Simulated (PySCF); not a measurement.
Electron correlation in F(2+) (fluorine, charge +2)

[He] 2s1 2p3 3d1, high-spin 6D determinant (an excited configuration). All numbers are calculated (PySCF 2.14, the spin-free X2C one-electron Hamiltonian (Gaussian nucleus), in aug-cc-pCVTZ-DK). Frozen: 1s2; 5 electrons correlated.

```
  level  correlation energy (mhartree)
   CCSD                         -41.67
    (T)                          -0.16
CCSD(T)                         -41.83
```

Diagnostics: T1 = 0.0013, D1 = 0.0033, largest double amplitude 0.012.

Task: Is a single reference adequate?

Result: Yes: T1 lies below 0.03 and no double amplitude reaches 0.07.
